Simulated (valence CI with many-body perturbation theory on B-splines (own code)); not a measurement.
## V8+: key properties

Level of theory: configuration interaction combined with many-body perturbation theory (CI+MBPT): five valence electrons over a frozen Dirac-Fock core [Ne], a basis of 9 s, 9 p, 8 d, 6 f, 3 g, 1 h functions for each j, with the one-electron correlation potential Σ1, the two-electron term Σ2, the three-electron term Σ3, Breit, model QED; selected CI, second order for the rest, scaled by the run's own slope (own B-spline code, finite nucleus).

No measured spectrum was set against this ion. As an estimate, levels of excited configurations hold to 0.05 to 0.15 % of their energy, terms of the ground configuration to about 0.5 %. Among the levels kept, up to 700 cm⁻¹ of a level comes from second order outside the variational space, and about a tenth of that is noise between levels of different J, which matters for small intervals.

Rates and lifetimes use the calculated energies. Strong lines usually hold to 10 to 20 %, long lifetimes can be off by a factor of two.

Question: What is the ground level?

Answer: 3s²3p³ ⁴S°_3/2, composition 96 % 3s²3p³ ⁴S° + 2 % 3s3p³3d ⁴S°, g = 1.995.

Question: Name the longest-lived excited levels whose lifetime is computed, and their main decay.

Answer: 3s²3p³ ²D°_5/2 at 36552 cm⁻¹ lives 4.29 s, mostly by M1 to 3s²3p³ ⁴S°_3/2; 3s²3p³ ²D°_3/2 at 34937 cm⁻¹ lives 172 ms, mostly by M1 to 3s²3p³ ⁴S°_3/2; 3s²3p³ ²P°_1/2 at 59352 cm⁻¹ lives 18.8 ms, mostly by M1 to 3s²3p³ ⁴S°_3/2.

Question: What is the ionisation energy?

Answer: 203.72 eV; NIST lists 206 ± 0.4 eV (semi-empirical).

Question: What are the static dipole polarisabilities of the lowest levels?

Answer: 3s²3p³ ⁴S°_3/2 0.714; 3s²3p³ ²D°_3/2 0.708 (tensor 0.030); 3s²3p³ ²D°_5/2 0.710; 3s²3p³ ²P°_1/2 0.697 bohr³, of which the core gives 0.0103.

Question: Where does the other parity begin?

Answer: At 3s3p⁴ ⁴P_5/2, 214040 cm⁻¹.

Question: How well does LS coupling describe the low levels?

Answer: Among the lowest 20 levels the leading LS term, summed over configurations, holds 94 % on average. For single configurations the figures are 82 % in LS and 57 % in jj coupling. Terms mix most in the J = 7/2 level at 351440 cm⁻¹, where the leading one holds 51 %.

Question: Among levels below 507560 cm⁻¹, which E1 lines absorb most strongly from the ground level?

Answer: to 3s²3p²3d ⁴P_5/2 at 24.58 nm, f = 0.899; to 3s²3p²3d ⁴P_3/2 at 24.44 nm, f = 0.605; to 3s²3p²3d ⁴P_1/2 at 24.35 nm, f = 0.305.
